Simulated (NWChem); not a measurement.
CClCuO; SMILES [O+]#[C-]->[Cu][Cl]

```xyz
4

Cu     0.0000     0.0006     0.0000
Cl     0.0000    -2.0851     0.0000
O      0.0000     2.9429     0.0000
C      0.0000     1.8131     0.0000
```
Atoms are numbered in this order, from 1.

Computed with NWChem. All runs use the structure optimised with PBE0/def2-SVP. GIAO values for the isolated, static molecule; σ is the absolute isotropic shielding, δ = σ(reference) − σ with the isolated reference molecule computed at the same levels (13C: tetramethylsilane, 17O: water).

For level PBE0/pcSseg-1:

| Property | Result |
|---|---|
| σ Cu1 (ppm) | 831.3 |
| σ Cl2 (ppm) | 1025.9 |
| δ O3 (ppm) | 370.9 |
| δ C4 (ppm) | 171.5 |

**Question.** What are these values for level BHandHLYP/pcSseg-1?

**Answer.** The σ Cu1 (ppm) is 1043.1, the σ Cl2 (ppm) is 1077.6 and the δ O3 (ppm) is 392.3. The δ C4 (ppm) is 183.8.
